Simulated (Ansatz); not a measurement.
A nudged elastic band was laid between two geometries of ClGaH$_{3}$N (6 atoms, charge 0, multiplicity 1).

The calculation used RKS CAM-B3LYP/def2-SVPD in Ansatz.

```
movable images  : 7
climbing image  : yes
spring          : 5.0 eV/Å²
optimiser       : quadratic models (default)
start path      : through a guess of the saddle point
force threshold : 0.03 eV/Å
iteration limit : 60
end points      : relaxed
```

First end point:

```xyz
6
Properties=species:S:1:pos:R:3
Ga 0.105 -0.077 0.333
H 0.083 -0.514 1.808
Cl 1.974 0.523 -0.584
N -1.302 0.005 -0.786
H -2.250 -0.237 -0.532
H -1.225 0.300 -1.750
```

Last end point:

```xyz
6
Properties=species:S:1:pos:R:3
Ga -0.398 -0.009 -0.217
H 1.887 0.055 0.954
Cl 3.053 0.093 1.544
N -2.041 -0.039 -1.084
H -2.918 -0.312 -0.651
H -2.198 0.212 -2.056
```

Which bonds break or form, and what moves?

Bonds broken: Ga1–H2, Ga1–Cl3. Bonds formed: H2–Cl3. ClGaH3N becomes ClH + GaH2N.

Give the energies along the band, and the barrier.

The run converged. The highest image is number 3 of 0 to 8, 230.0 kJ/mol above the first end and 85.7 kJ/mol above the last; the last end lies 144.4 kJ/mol above the first. A vibrational analysis at the climbing image gives one clearly imaginary mode, 1053i cm⁻¹: a first-order saddle point. The orbitals stay closed-shell, which can raise the energy where a bond breaks towards radicals; this wasn't checked here.

```csv
image,path coordinate (Å),energy (kJ/mol),Ga1–H2 (Å),Ga1–Cl3 (Å),H2–Cl3 (Å)
0,0.00,0.0,1.54,2.17,3.22
1,0.53,29.2,1.52,2.19,2.78
2,1.05,135.5,1.51,2.35,2.24
3,1.58,230.0,1.62,2.63,1.73
4,2.27,162.0,2.27,3.18,1.32
5,2.96,153.0,2.62,3.67,1.30
6,3.65,149.5,2.57,3.78,1.30
7,4.34,146.1,2.55,3.83,1.31
8,5.04,144.4,2.57,3.88,1.31
```

What is the geometry of the highest image?


```xyz
6
Properties=species:S:1:pos:R:3
Ga -0.446 -0.300 0.598
H 1.032 -0.242 1.262
Cl 2.017 0.399 -0.013
N -1.521 -0.014 -0.821
H -2.515 -0.204 -0.838
H -1.181 0.360 -1.699
```

What are the harmonic wavenumbers there?

1053i, 103, 264, 299, 386, 504, 690, 729, 1536, 1644, 3594, 3710 cm⁻¹.

Time of the run: 3.3 min on 4 threads of Intel(R) Xeon(R) 6975P-C (Granite Rapids), on a shared host, peak memory 0.33 GiB.
